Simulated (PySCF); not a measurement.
Task: What does the PBE0-D3(BJ)/def2-SVP structure of `[CH](=C)[GaH2-][S+](C)C` look like in three dimensions?

Result: 
```xyz
17
C4H11GaS angstrom
C      2.225   -0.937   -0.573
C      1.805    0.226   -0.054
Ga     0.823    0.349    1.662
S     -1.534    0.312    0.744
C     -1.505   -1.216   -0.213
C     -1.431    1.531   -0.582
H      2.786   -1.001   -1.515
H      2.044   -1.893   -0.065
H      2.055    1.134   -0.624
H      0.740    1.747    2.390
H      0.712   -1.002    2.476
H     -2.404   -1.281   -0.841
H     -0.590   -1.262   -0.822
H     -1.502   -2.042    0.511
H     -2.344    1.499   -1.192
H     -1.346    2.517   -0.105
H     -0.542    1.345   -1.201
```

Any rigid rotation of these coordinates is as good. Atoms count from 1 in this order. Of the pairs four or more bonds apart, C2···H17 is among the closest relative to their van der Waals radii: 2.84 Å, 98 % of the sum of Bondi's values. S4 (sulfur bonded to 2 C and Ga) is pyramidal (angles 101.8°, 101.0° and 100.5°, sum 303.2°, 0.90 Å off the plane of its three neighbours). Ga3 (gallium bonded to C, S and 2 H) has angles from 96.3° to 121.1°.

Bonds between heavy atoms (Å): C1=C2 1.341, C2–Ga3 1.981, Ga3–S4 2.529, S4–C5 1.803, S4–C6 1.804.

Level of theory: PySCF, PBE0-D3(BJ)/def2-SVP geometry optimisation, gas phase.

Point group: C1 (no symmetry element, even within 0.4 Å). Whether it is a minimum is left open (no frequencies). One conformer, not necessarily the lowest (C1–C2–Ga3–S4 -94°, C2–Ga3–S4–C5 56°).
